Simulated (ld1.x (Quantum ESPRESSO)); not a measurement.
In (Z = 49): variants of one TM semilocal potential

Base potential:

- Element: indium (In)
- Generator: ld1.x (Quantum ESPRESSO) 7.5
- Type: norm-conserving Troullier–Martins (semilocal form)
- Functional: Wu–Cohen
- Relativity: scalar-relativistic
- Frozen core: [Kr] 4d10
- Valence charge: 3
- Reference configuration: 5s1.75 5p1.25
- Partial waves: 5p (bound): rc 2.00 bohr; 5d channel at -0.15 Ry: rc 2.00 bohr; 5s (bound): rc 2.00 bohr
- Local potential: the s channel
- Core correction: none

All-electron outer shells of the reference configuration (Wu–Cohen, scalar-relativistic, ld1.x):

| shell | level (eV) | outermost node (bohr) | outermost maximum (bohr) |
| --- | --- | --- | --- |
| 4p | -78.47 | 0.42 | 0.82 |
| 4d | -18.99 | 0.40 | 0.94 |
| 5s | -8.53 | 1.02 | 2.13 |
| 5p | -2.69 | 1.14 | 2.81 |

Cutoffs, loose and tight: the cutoffs (Ry, on a coarse ladder) from which the occupation-weighted sum of valence levels, in a spherical-Bessel basis at the reference potential, stays within 10 and 1 mRy of its value at 400 Ry. They do not see the model core or the augmentation charge, which bear on the density cutoff. Test errors are all-electron minus pseudo excitation energies from the reference, over the configurations 5s2 5p1; 5s2 5p0; 5s1 5p0; 5s0 5p3; 5s2 5p0.5; 5s2 5p1.3; 5s1 5p1. A dash means not determined; rows that change the core or the reference have their own tests.

A true bound ghost makes a file unfit for plane-wave use even where its test errors are small: the radial tests pick states by their node count and pass the ghost by.

In the semilocal form every listed channel keeps its own potential, so the choice of the local channel does not act on these tests. It acts once the file is put into the separable form.

A semilocal file is local in each channel, so a ghost entry of none says nothing of the separable form that plane-wave codes build from it.

| change | outcome | cutoff, loose | cutoff, tight | bound ghosts | largest test error (meV) |
| --- | --- | --- | --- | --- | --- |
| base | generated | 21 Ry | 30 Ry | d | +82 |
| wave 5s (bound): rc 2.00 bohr becomes 5s (bound): rc 1.40 bohr | generated | 100 Ry | 180 Ry | d, s (extra level of the local part) | +163 |
| wave 5d channel at -0.15 Ry: rc 2.00 bohr becomes 5d channel at 0.29 Ry: rc 2.00 bohr | generated | 21 Ry | 30 Ry | none | +82 |
| all radii scaled by about 0.86 (s 1.72, p 1.72, d 1.72 bohr) | generated | 45 Ry | 90 Ry | none | +181 |
| functional LDA (PZ) | generated | 21 Ry | 30 Ry | d | +143 |
| local potential the p channel | generated | 21 Ry | 30 Ry | d | +82 |
| reference 5s2 5p0.5 | generated | 18 Ry | 30 Ry | d | +118 |
| wave 5d channel at -0.15 Ry: rc 2.00 bohr becomes 5d channel at -0.15 Ry: rc 2.52 bohr | generated | 21 Ry | 30 Ry | none | +82 |
